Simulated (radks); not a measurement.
Results of a calculation; reference values are marked as such.
Problem. These are the eigenvalues of the occupied orbitals of an atom or ion with whole-number occupations (Ry). Level of theory: scalar-relativistic Kohn-Sham, r2SCAN, spin-polarised, spherical densities, finite nucleus; meta-GGA in the generalised Kohn-Sham scheme; Fermi nuclear charge, rms radius of each element as measured or else 0.836 A^(1/3) + 0.57 fm (a radial shooting solver on a logarithmic mesh with Libxc functionals).

1s up: -2231.387
1s down: -2231.379
2s up: -340.7088
2s down: -340.7086
2p up: -305.6466
2p down: -305.6425
3s up: -67.25238
3s down: -67.24883
3p up: -55.74249
3p down: -55.73762
3d up: -38.21097
3d down: -38.20605
4s up: -11.20529
4s down: -11.19355
4p up: -7.66639
4p down: -7.65657
4d up: -2.51302
4d down: -2.49372
5s up: -1.03667
5s down: -0.84670
5p up: -0.42827

Which element is it, and in what charge state? The configuration may be excited. Open shells, if any, are filled with parallel spins first.

Solution. Z = 51, antimony, charge 0: Sb in [Kr] 4d10 5s2 5p3. The list shows which subshells hold electrons but not how many an open one holds; the 1s level, -1115.7 hartree, gives Z - s = 47.2 by -(Z - s)^2/2, which with screening and relativity narrows Z to a few neighbours, and the depths of the outer levels then fix element, charge and occupations together.
